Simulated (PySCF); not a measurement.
A calculated (UHF, PySCF 2.14, def2-TZVP, the non-relativistic Hamiltonian (point nucleus)) atom or ion has these occupied shells.

| shell | electrons | orbital energy (eV) | rms radius, mean of both spins (bohr) |
| --- | --- | --- | --- |
| 1s α | 1 | -4987.1 | 0.0812 |
| 1s β | 1 | -4987.1 | 0.0812 |
| 2s α | 1 | -583.41 | 0.353 |
| 2s β | 1 | -582.50 | 0.353 |
| 2p α | 3 | -484.58 | 0.321 |
| 2p β | 3 | -483.67 | 0.321 |
| 3s α | 1 | -79.934 | 1.09 |
| 3s β | 1 | -76.469 | 1.09 |
| 3p α | 3 | -51.017 | 1.19 |
| 3p β | 3 | -46.742 | 1.19 |
| 3d α | 2 | -12.114 | 1.65 |
| 4s α | 1 | -6.320 | 4.06 |
| 4s β | 1 | -5.718 | 4.06 |

Task: Name the element and its charge.

Result: Ti (titanium, neutral), in [Ar] 3d2 4s2, high-spin 3F determinant.
